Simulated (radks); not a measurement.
Results of a calculation; reference values are marked as such.
Task: Species: Mn+. Configuration: [Ar] 3d5 4s1. Code: a radial shooting solver on a logarithmic mesh with Libxc functionals. Model: scalar-relativistic Kohn-Sham, SCAN, spin-polarised, spherical densities, finite nucleus; open shells are filled with parallel spins first; meta-GGA in the generalised Kohn-Sham scheme; Fermi nuclear charge, rms radius 3.7057 fm. Some entries of the table are withheld. Estimate them.

orbital,occ.,eigenvalue (hartree),<1/r> (bohr^-1),r(max) (bohr)
1s up,1,-237.4057,24.92,0.03988
1s down,1,-237.4046,24.92,0.03988
2s up,1,-27.97762,5.316,0.2322
2s down,1,-27.87006,5.331,0.2320
2p up,3,-23.67963,5.199,(1)
2p down,3,-23.59884,5.213,(2)
3s up,1,(3),1.661,0.7362
3s down,1,(4),1.647,0.7373
3p up,3,-2.44950,1.522,0.7528
3p down,3,-2.19977,1.508,0.7552
3d up,5,-0.61719,1.151,(5)
4s up,1,-0.47930,0.4838,2.296

Result: 
(1) 2p up r(max) (bohr): 0.1886
(2) 2p down r(max) (bohr): 0.1883
(3) 3s up eigenvalue (hartree): -3.65030
(4) 3s down eigenvalue (hartree): -3.39766
(5) 3d up r(max) (bohr): 0.7619
